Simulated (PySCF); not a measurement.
A spin–spin coupling run with PySCF (density fitting, non-relativistic, gas phase) on SMILES [NH3+][BH2-]C(Cl)(Cl)Cl, CH5BCl3N:

```
$ OMP_NUM_THREADS=1 python probes_run.py task.json out

{"job": {"kind": "j", "xc": "B3LYP", "basis": "6-31G*"}, "charge": 0, "multiplicity": 1}
N     -1.331867     0.110074    -0.087000
B      0.063042    -0.537808    -0.561675
C      1.182357     0.173322     0.369732
Cl     2.799730    -0.412603    -0.013330
Cl     1.133459     1.971291     0.147835
Cl     0.834781    -0.139286     2.120097
H     -1.470074    -0.071347     0.912128
H     -1.295560     1.126537    -0.212828
H     -2.122916    -0.265245    -0.609154
H      0.008704    -1.733677    -0.338675
H      0.224520    -0.246069    -1.732760
```

Hardware: 1 thread of an Arm Neoverse V1, shared host. The job also computes field gradients.

Question: How large is the calculation?

Answer: 74 electrons, 106 basis functions and 748 auxiliary functions.

Question: How long does it take, and how much memory does it need?

Answer: 14 s of wall time, with 13 SCF cycles; peak memory 0.63 GiB. Times on a shared host scatter by some tens of per cent.

Question: And these other runs on the same molecule and hardware: GIAO shielding at B3LYP/pcSseg-1; GIAO shielding at B97-D/pcSseg-1; GIAO shielding at BLYP/pcSseg-1; GIAO shielding at BP86/pcSseg-1; GIAO shielding at HF/pcSseg-1; GIAO shielding at KT2/pcSseg-1?

Answer: B3LYP/pcSseg-1: 148 functions, 14 s; B97-D/pcSseg-1: 148 functions, 19 s; BLYP/pcSseg-1: 148 functions, 19 s; BP86/pcSseg-1: 148 functions, 19 s; HF/pcSseg-1: 148 functions, 7.2 s; KT2/pcSseg-1: 148 functions, 18 s.
